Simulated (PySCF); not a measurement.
Isomers of C4H7NSi. Computed with PySCF, TDDFT PBE0/def2-SVPD, vertical, gas phase, core orbitals frozen in the response. Geometries: GFN2-xTB; one conformer of each isolated species. Triplets are in the Tamm–Dancoff approximation.

Question: Rank by computed lowest triplet energy, lowest first.
A. `C#C[SiH2]/C=N\C`
B. `C#C/C=N\[SiH2]C`
C. `C=C(C)[SiH2]C#N`
D. `C#C[C@H]1NC[SiH2]1`
E. `C1([SiH2]C#N)CC1`

Answer: B (3.00 eV), A (3.15 eV), C (4.22 eV), D (5.06 eV), E (5.94 eV).

```json
{"SMILES": "C#C/C=N\\[SiH2]C", "T1 (eV)": "3.00", "gap (eV)": "5.46", "f (S1)": "0.001", "LUMO (eV)": "-1.79", "HOMO (eV)": "-7.25", "S1 mainly": "H→L (98%)"}
{"SMILES": "C#C[SiH2]/C=N\\C", "T1 (eV)": "3.15", "gap (eV)": "5.74", "f (S1)": "0.000", "LUMO (eV)": "-1.06", "HOMO (eV)": "-6.80", "S1 mainly": "H→L (97%)"}
{"SMILES": "C=C(C)[SiH2]C#N", "T1 (eV)": "4.22", "gap (eV)": "7.29", "f (S1)": "0.029", "LUMO (eV)": "-0.84", "HOMO (eV)": "-8.13", "S1 mainly": "H→L+1 (60%)"}
{"SMILES": "C#C[C@H]1NC[SiH2]1", "T1 (eV)": "5.06", "gap (eV)": "6.50", "f (S1)": "0.006", "LUMO (eV)": "-0.20", "HOMO (eV)": "-6.70", "S1 mainly": "H→L (98%)"}
{"SMILES": "N#C[SiH2]C1CC1", "T1 (eV)": "5.94", "gap (eV)": "8.29", "f (S1)": "0.000", "LUMO (eV)": "-0.46", "HOMO (eV)": "-8.75", "S1 mainly": "H-1→L (51%)"}
```

H and L stand for HOMO and LUMO.

- `C#C/C=N\[SiH2]C`: Löwdin shares by element: HOMO nitrogen 59%, carbon 12% or more, silicon 11%, hydrogen 6% or more; LUMO carbon 58% or more, nitrogen 28%.
- `C#C[SiH2]/C=N\C`: Löwdin shares by element: HOMO nitrogen 49%, carbon 23% or more, silicon 8% (atoms not listed hold the other 19%); LUMO nitrogen 29%, carbon 29% or more, silicon 17%, hydrogen 5% or more (atoms not listed hold the other 21%).
- `C=C(C)[SiH2]C#N`: Löwdin shares by element: HOMO carbon 81% or more (atoms not listed hold the other 19%); LUMO carbon 61% or more, silicon 12% (atoms not listed hold the other 27%).
- `C#C[C@H]1NC[SiH2]1`: Löwdin shares by element: HOMO nitrogen 54%, carbon 19% or more, hydrogen 5% or more (atoms not listed hold the other 22%); LUMO silicon 40%, hydrogen 23% or more, carbon 9% or more (atoms not listed hold the other 28%).
- `N#C[SiH2]C1CC1`: Löwdin shares by element: HOMO carbon 71% or more, silicon 11% (atoms not listed hold the other 17%); LUMO carbon 32% or more, nitrogen 24%, silicon 24% (atoms not listed hold the other 20%).
